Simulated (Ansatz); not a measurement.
`FB(F)[CH2][SbH2]` + H₂ → `FBF` + `[CH3][SbH2]` at 600 K and 1 bar (hydrogenolysis of a B–C bond).

Calculated with Ansatz (gas phase, PBE0-D4/def2-TZVP geometries, no zero-point term in ΔE). CBS: MP2 limit from def2 TZ/QZ plus the TZ coupled-cluster correction, frozen cores. This one scheme is used for every species. Elements past krypton have def2 core potentials. For Sb outer-core shells are correlated without core-valence functions, which leaves a few kJ/mol of doubt a bond. Each species was taken in one conformer, which may not be the lowest.

| species | CCSD(T)/CBS energy (Eh) | H − E (kJ/mol) | S (J/(mol·K)) |
| --- | --- | --- | --- |
| `FB(F)[CH2][SbH2]` | -504.97662 | 191.3 | 447.3 |
| H₂ | -1.17544 | 43.9 | 150.8 |
| `FBF` | -225.09427 | 73.4 | 279.9 |
| `[CH3][SbH2]` | -281.05548 | 168.8 | 339.9 |

H − E and S are ideal-gas, rigid-rotor, harmonic terms from PBE0-D4/def2-TZVP, for one conformer and one mirror image of each species. The MP2-based limit puts H₂ 0.8 mEh under its directly extrapolated value; such offsets cancel only in part. 1 Eh = 2625.50 kJ/mol, R = 8.31446 J/(mol·K).

Problem. By hand: ΔE, ΔH, ΔS and ΔG.

Solution. ΔE = (-225.09427) + (-281.05548) − (-504.97662) − (-1.17544) = 0.00231 Eh = 6.1 kJ/mol. Δ(H − E) = 73.4 + 168.8 − 191.3 − 43.9 = 7.0, so ΔH = 13.1 kJ/mol. ΔS = 279.9 + 339.9 − 447.3 − 150.8 = 21.7 J/(mol·K). ΔG = 13.1 − 600 × (21.7)/1000 = 0.1 kJ/mol.

Problem. By hand: the equilibrium constant, and the temperature at which ΔG would vanish if ΔH and ΔS stayed fixed.

Solution. log₁₀ K = −ΔG/(RT ln 10) = 0.0. ΔG = 0 at ΔH/ΔS = 604 K.

TΔS isn't small against ΔH here. The sign of ΔG lies within the doubt. A doubt of 5 kJ/mol in ΔE shifts log₁₀ K by 0.4 here. Other conformers and mirror images would add mixing entropy, several J/(mol·K) or more a flexible species. Modes under 60 cm⁻¹, often nearly free rotors, make the harmonic entropy too high. These are equilibria of isolated gas molecules and say nothing of rates. Largest T1 diagnostic: 0.013 (customary marks: 0.02 for closed shells, 0.045 for open ones).
